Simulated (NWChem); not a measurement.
System: BiCl2 cation; SMILES [Cl][Bi+][Cl]

```xyz
3

Bi     0.0000     0.0000     0.4452
Cl     1.8254     0.0000    -1.0867
Cl    -1.8254     0.0000    -1.0867
```
Atoms are numbered in this order, from 1.

Structure relaxed at the PBE0/def2-SVP level. def2 effective core potentials on Bi; no spin-orbit coupling.

Symmetry labels are those of C2v in the frame above (b1 and b2, or b-type labels, depend on it).

Problem. List the 4 lowest vertical singlet excitations from PBE0/def2-SVPD with def2 effective core potentials on Bi, full TDDFT (NWChem).

Solution. 
| state | energy (eV) | oscillator strength | symmetry | leading excitation (squared amplitude) |
|---|---|---|---|---|
| S1 | 3.00 | 0.000 | a2 | HOMO → LUMO (1.00) |
| S2 | 3.15 | 0.002 | b2 | HOMO−1 → LUMO (1.00) |
| S3 | 3.78 | 0.038 | b1 | HOMO−2 → LUMO (0.93) |
| S4 | 4.47 | 0.006 | b2 | HOMO−4 → LUMO (1.00) |
